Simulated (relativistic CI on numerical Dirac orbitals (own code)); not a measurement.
**Slater and spin-orbit integrals, W³⁵⁺**

Computed by Dirac-Coulomb-Breit CI, separate exchange-only KLI orbitals for each configuration, a model potential for QED, unscaled Slater integrals (own radial code, finite nucleus).

Slater integrals F^k, G^k are unscaled and averaged over j, outside the closed core [Ar] 3d10; ζ comes from projecting the Hamiltonian with its Breit term on Σ l·s of the shell.

- 4s²4p⁶4d³: F^2(4d,4d) = 236480, F^4(4d,4d) = 161090, ζ(4d) = 59217 cm⁻¹; <r>(4d) = 0.4245, <r^2>(4d) = 0.206 (bohr units).
- 4s²4p⁶4d²4f: F^2(4d,4d) = 236320, F^4(4d,4d) = 160980, ζ(4d) = 59155, F^2(4d,4f) = 237930, F^4(4d,4f) = 155020, G^1(4d,4f) = 242850, G^3(4d,4f) = 168440, G^5(4d,4f) = 124090, ζ(4f) = 10158 cm⁻¹; <r>(4d) = 0.4249, <r^2>(4d) = 0.2063, <r>(4f) = 0.3988, <r^2>(4f) = 0.1801 (bohr units).
- 4s²4p⁵4d⁴: ζ(4p) = 475650, F^2(4d,4d) = 236420, F^4(4d,4d) = 161050, F^2(4p,4d) = 237550, G^1(4p,4d) = 294780, G^3(4p,4d) = 188890, ζ(4d) = 58984 cm⁻¹; <r>(4p) = 0.4227, <r^2>(4p) = 0.2023, <r>(4d) = 0.4246, <r^2>(4d) = 0.206 (bohr units).

**Question.** Give the Racah parameters of the d shell in 4s²4p⁶4d³.

**Answer.** B = F²/49 − 5F⁴/441 = 3000 cm⁻¹ and C = 35F⁴/441 = 12785 cm⁻¹.

Averages of the first 10 configurations, taken without configuration mixing, which lowers the lowest level and can move excited configurations by several eV; other configurations of the list can lie among them:

```tsv
Configuration	Parity	States	Average energy above the lowest level (eV)
4s²4p⁶4d³	even	120	36.2
4s²4p⁶4d²4f	odd	630	241.0
4s²4p⁵4d⁴	odd	1260	242.1
4s4p⁶4d⁴	even	420	412.3
4s4p⁶4d³4f	odd	3360	614.9
4s²4p⁶4d²5s	even	90	496.8
4s²4p⁶4d4f5s	odd	280	701.3
4s²4p⁶4d²5p	odd	270	568.0
4s²4p⁶4d²5d	even	450	660.2
4s²4p⁵4d³5s	odd	1440	701.1
```
